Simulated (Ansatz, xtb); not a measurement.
# Isomers of CH7FO3Si3 in order of energy

3 gas-phase structures of CH7FO3Si3, from a drawn sample of its isomers (lower ones may exist). Each was relaxed with GFN2-xTB; where two conformers were screened, the lower at r2SCAN-D4/def2-SVP is listed:

A. `C[Si@@H]1O[SiH2]O[Si@H](F)O1`, a singlet
B. `FC[SiH]1O[SiH2]O[SiH2]O1`, a singlet
C. `C[Si]1(F)O[SiH2]O[SiH2]O1`, a singlet

Which do you expect lowest at r2SCAN-D4/def2-SVP, and how would the others follow?

Calculated order at r2SCAN-D4/def2-SVP: A (0.0), C (0.0), B (64.9) kcal/mol. Less than 1 kcal/mol parts A and C, so the order within that pair means little.

Energies above the lowest of each column, in kcal/mol; the last columns are at B3LYP/def2-SVP geometries:

```
structure  GFN2-xTB  HF/STO-3G  r2SCAN-D4/def2-SVP  B3LYP/def2-SVP  CCSD(T)/def2-SVP + ΔMP2/def2-TZVPP
        A       0.0        0.6                 0.0             0.3                                 0.0
        C       2.2        0.0                 0.0             0.0                                 0.0
        B      45.7       35.2                64.9            61.5                                67.9
```

CCSD(T)/def2-SVP + ΔMP2/def2-TZVPP has A and C within 1 kcal/mol of each other at the bottom, and every level picks one of them. Flexible structures stand in one conformer each, not always the lowest. The ΔMP2 step shifts differences by up to 4.8 kcal/mol, which makes them less sure. ΔMP2 is the change of the MP2 energy from the smaller to the larger basis.

Programs: Ansatz 0.2.0, xtb 6.7.1.
